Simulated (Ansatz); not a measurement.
Abridged output of a molecular run in Ansatz:

```
Functional definition: HF
932 factors; integrals over basis functions are off by at most 1.4e-3 eV
mean field evaluation 1: about -68403.3492 eV, gradient 1.8e1 eV
mean field evaluation 2: about -68403.3856 eV, gradient 1.8e1 eV
mean field evaluation 4: about -68404.6274 eV, gradient 2.8e0 eV
mean field evaluation 8: about -68404.6471 eV, gradient 1.0e-1 eV
mean field evaluation 16: about -68404.6066 eV, gradient 3.8e-1 eV
mean field -68404.64715593 eV, -2513.8244166454 hartree, gradient 4.1e-6 eV, S^2 0.000000; 0 other end points of the search recorded, 0 dependent functions left out
15 core orbitals not correlated: weight in the atoms' cores, before any rotation towards them, 1.000 or more for the frozen orbitals, at most 0.000 for the correlated occupied ones
reference -68404.64715593 eV, -2513.8244166454 hartree; 15, 15 occupied and 64, 64 virtual orbitals, 932 factors
second order -14.07601406 eV of doubles, -0.00000000 eV of singles
cycle   1  -14.61270131 eV  change   -5.4e-1 eV  update   8.8e-2
cycle   2  -15.10718516 eV  change   -4.9e-1 eV  update   2.7e-2
cycle   3  -15.16167187 eV  change   -5.4e-2 eV  update   1.0e-2
cycle   4  -15.16185540 eV  change   -1.8e-4 eV  update   2.5e-3
cycle   5  -15.16173428 eV  change    1.2e-4 eV  update   7.0e-4
cycle   6  -15.16149841 eV  change    2.4e-4 eV  update   2.2e-4
cycle   7  -15.16147312 eV  change    2.5e-5 eV  update   7.1e-5
cycle   8  -15.16147762 eV  change   -4.5e-6 eV  update   2.6e-5
perturbative correction -0.43366244 eV, -0.0159368007 hartree
Total energy: -68420.24229600 eV, -2514.3975274720 hartree
```

Its atoms:

Cartesian coordinates in Å:
```
S -0.187 -0.208 2.065
C -0.687 0.451 0.457
Ge 0.577 -0.007 -0.972
H -0.024 -1.486 1.686
H -0.700 1.536 0.579
H -1.700 0.136 0.205
H 0.063 0.501 -2.333
H 0.713 -1.540 -1.024
H 1.944 0.618 -0.664
```

(1) Which basis set was used?
A. def2-TZVPPD
B. def2-SVP
C. def2-SVPD
D. def2-QZVPP

(2) Write the keys of the input that set method, charge and spin (a neutral closed shell needs none for the last two).

## Answers

(1) B. It gives 94 functions.

(2) 
```yaml
correlation: {method: ccsd_t}
```
